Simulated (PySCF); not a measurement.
## Spin–spin coupling constants

Molfile (atoms numbered from 1):
```
C4BN4
     RDKit          3D

  9  8  0  0  0  0  0  0  0  0999 V2000
    0.0128    2.3725   -1.1044 N   0  0  0  0  0  0  0  0  0  0  0  0
   -0.0420    1.3063   -0.6518 C   0  0  0  0  0  0  0  0  0  0  0  0
   -0.1206   -0.1611   -0.0295 B   0  0  0  0  0  0  0  0  0  0  0  0
   -0.8596   -1.1346   -1.0560 C   0  0  0  0  0  0  0  0  0  0  0  0
   -1.3970   -1.8405   -1.8028 N   0  0  0  0  0  0  0  0  0  0  0  0
    1.3550   -0.7010    0.2505 C   0  0  0  0  0  0  0  0  0  0  0  0
    2.4265   -1.0938    0.4568 N   0  0  0  0  0  0  0  0  0  0  0  0
   -0.9373   -0.1115    1.3410 C   0  0  0  0  0  0  0  0  0  0  0  0
   -1.5292   -0.0749    2.3375 N   0  0  0  0  0  0  0  0  0  0  0  0
  1  2  3  0
  2  3  1  0
  3  4  1  0
  4  5  3  0
  3  6  1  0
  6  7  3  0
  3  8  1  0
  8  9  3  0
M  CHG  1   3  -1
M  END
```

Couplings: B3LYP/pcJ-1 in PySCF, geometry PBE0-D3(BJ)/def2-SVP; gas phase, one conformer, non-relativistic. Couplings are averaged over pairs made equivalent by symmetry, fast rotation or ring inversion, so a value needn't be that of the named pair in this geometry, while other rotamers aren't included; one pair stands for each set, and the list holds those of at least 1.5 Hz over up to four bonds.

Isotopes: ¹³C, ¹¹B, ¹⁵N.

| pair | bonds | J (Hz) |
| --- | --- | --- |
| N1, C2 | 1 | ? |
| C2, B3 | 1 | ? |
| C2, C4 | 2 | -4.9 |

**Question.** Estimate the withheld couplings, with signs.

**Answer.** 
- ¹J(N1,C2) = -16.6 Hz (bond length 1.160 Å)
- ¹J(C2,B3) = 77.8 Hz (bond length 1.596 Å)
